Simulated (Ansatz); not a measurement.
Species: dibromo(dimethyl)germane, C₂H₆Br₂Ge, charge 0, multiplicity 1. 
Coordinates optimised at B3LYP-D3(BJ)/def2-TZVP (Ansatz, a first-principles code):
SMILES: [CH3][Ge]([CH3])([Br])[Br]
```xyz
11

C      1.7279    -1.1146     1.1365
Ge     0.0319    -0.5082     0.3906
C     -1.5630    -1.5148     0.8844
Br     0.2149    -0.5464    -1.9383
Br    -0.2881     1.7126     1.0420
H      1.9168    -2.1386     0.8154
H      2.5285    -0.4691     0.7823
H      1.6791    -1.0708     2.2241
H     -1.4520    -2.5482     0.5574
H     -2.4318    -1.0722     0.4024
H     -1.6898    -1.4805     1.9661
```

Basis-set convergence of Hartree-Fock and CCSD(T) correlation energies (hartree) with Ansatz. Correlated levels leave the core frozen unless marked. Spin-orbit coupling is left out. The frozen core is the preceding noble-gas configuration, with the filled d and f shells of earlier blocks. No relativistic terms.

| basis | functions | E(HF) | E(corr, CCSD(T)) |
|---|---|---|---|
| aug-cc-pVDZ | 208 | -7299.47055 | -0.72546 |
| aug-cc-pVTZ | 407 | -7299.71584 | -0.90034 |
| aug-cc-pVQZ | 715 | -7299.72890 | -0.95485 |

Extrapolating the two largest sets (X = 3 and 4) as X^-3: E(corr) = (64·(-0.95485) - 27·(-0.90034))/37 = -0.9946 Eh, an estimate of the basis-set limit. The largest set recovers 96.0 % of it, the smallest 72.9 %.
